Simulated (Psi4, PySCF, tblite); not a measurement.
Approach curve of the dimer N2 ··· CH5N (SMILES N#N and CN), singlet. Monomers: optimised at B3LYP-D3(BJ) (def2-TZVP), held rigid. Orientation: a random orientation, not optimised. Only R, the distance of the centres of mass, is varied, so the lowest point isn't the relaxed dimer.

Geometry at R = 3.49 Å (first 2 atoms: monomer A):
```
9

N      0.5455     0.0000     0.0000
N     -0.5455     0.0000     0.0000
C      0.0675     0.2156    -3.4867
N      0.7623    -1.0702    -3.4378
H      0.7817     1.0172    -3.2917
H     -0.7642     0.3249    -2.7770
H     -0.3272     0.3724    -4.4918
H      0.1222    -1.8316    -3.6283
H      1.1495    -1.2342    -2.5164
```

Levels of theory: RMP2/3-21G = restricted MP2 (frozen core)/3-21G, no counterpoise correction in PySCF 2.14.0; GFN2-xTB (tblite); RKS-B3LYP/6-31G* = restricted B3LYP/6-31G*, spherical d, no counterpoise correction (PySCF); wB97X-D/def2-TZVP, counterpoise-corrected (Psi4).

Interaction energies in kcal/mol; the last columns give the difference from wB97X-D:

| R / Å | RMP2/3-21G | GFN2-xTB | RKS-B3LYP/6-31G* | wB97X-D/def2-TZVP | RMP2/3-21G − wB97X-D/def2-TZVP | GFN2-xTB − wB97X-D/def2-TZVP | RKS-B3LYP/6-31G* − wB97X-D/def2-TZVP |
|---|---|---|---|---|---|---|---|
| 2.91 | 0.37 | 0.00 | 3.06 | 3.17 | -2.80 | -3.17 | -0.11 |
| 3.10 | -1.08 | -0.58 | 1.09 | 1.04 | -2.13 | -1.62 | 0.05 |
| 3.29 | -1.48 | -0.73 | 0.20 | 0.05 | -1.53 | -0.78 | 0.15 |
| 3.49 | -1.36 | -0.71 | -0.16 | -0.36 | -1.00 | -0.34 | 0.20 |
| 3.66 | -1.10 | -0.64 | -0.24 | -0.47 | -0.63 | -0.17 | 0.23 |
| 3.90 | -0.70 | -0.53 | -0.21 | -0.46 | -0.24 | -0.07 | 0.25 |
| 4.22 | -0.31 | -0.39 | -0.10 | -0.37 | 0.06 | -0.01 | 0.27 |
| 4.49 | -0.13 | -0.29 | -0.03 | -0.29 | 0.16 | 0.00 | 0.26 |
| 5.02 | -0.01 | -0.15 | 0.03 | -0.15 | 0.14 | 0.00 | 0.18 |
| 5.66 | 0.01 | -0.06 | 0.03 | -0.06 | 0.07 | 0.00 | 0.09 |
| 6.66 | 0.01 | -0.01 | 0.02 | -0.02 | 0.03 | 0.00 | 0.03 |
| 8.02 | 0.01 | 0.00 | 0.01 | 0.00 | 0.01 | 0.01 | 0.01 |

RMP2/3-21G is furthest from wB97X-D/def2-TZVP at 2.91 (-2.80 kcal/mol, below); its mean absolute difference over the points is 0.73 kcal/mol.

GFN2-xTB is furthest from wB97X-D/def2-TZVP at 2.91 (-3.17 kcal/mol, below); its mean absolute difference over the points is 0.52 kcal/mol.

RKS-B3LYP/6-31G* is furthest from wB97X-D/def2-TZVP at 4.22 (0.27 kcal/mol, above); its mean absolute difference over the points is 0.15 kcal/mol.
